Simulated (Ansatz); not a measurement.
Ansatz (a program for electronic structure) input (BHLYP/def2-TZVPD):

Ansatz 0.2 input:
```yaml
crystal:
  periodic: [false, false, false]
  atoms:
    - {symbol: N, position_ang: [-1.70610600, -0.30198399, 0.09266808]}
    - {symbol: B, position_ang: [-0.34388816, -0.06086885, 0.01867847]}
    - {symbol: Cl, position_ang: [0.25552594, 1.55704790, -0.37806626]}
    - {symbol: Cl, position_ang: [0.81122835, -1.36823038, 0.32012492]}
    - {symbol: H, position_ang: [-2.08200363, -1.20817109, 0.31535187]}
    - {symbol: H, position_ang: [-2.39063636, 0.41650536, -0.07241799]}
basis:
  gaussian:
    orbitals: def2-TZVPD
hamiltonian:
  xc: {name: BHLYP}
total_charge: 1
magnetization: {spin_polarized: true, initial_magnetization: 1}
```

Output:

```
Functional definition: BHLYP
integrals: 0.11 GiB planned
1158 factors; their error is unknown
0.30 GiB of the device are held for the grids
1.03 GiB of device memory are held for the factors and their scratch space
mean field: 0.94 GiB planned
mean field evaluation 1: about -27228.7499 eV, gradient 4.7e1 eV
mean field evaluation 2: about -27217.4619 eV, gradient 6.3e1 eV
mean field evaluation 4: about -27236.7933 eV, gradient 4.8e0 eV
mean field evaluation 8: about -27236.9184 eV, gradient 1.5e-1 eV
mean field evaluation 16: about -27237.0550 eV, gradient 6.2e-4 eV
mean field evaluation 32: about -27237.5568 eV, gradient 1.2e-1 eV
mean field -27237.55830942 eV, -1000.9618055909 hartree, gradient 2.2e-5 eV, S^2 0.768332; 4 other end points of the search recorded, 0 dependent functions left out
reference -27237.55849076 eV, -1000.9618122553 hartree; 24, 23 occupied and 160, 161 virtual orbitals, 1158 factors
Total energy: -27237.55849076 eV, -1000.9618122553 hartree
```

This state (charge 1, doublet) is run at the relaxed geometry of the species with charge 0 and multiplicity 1.
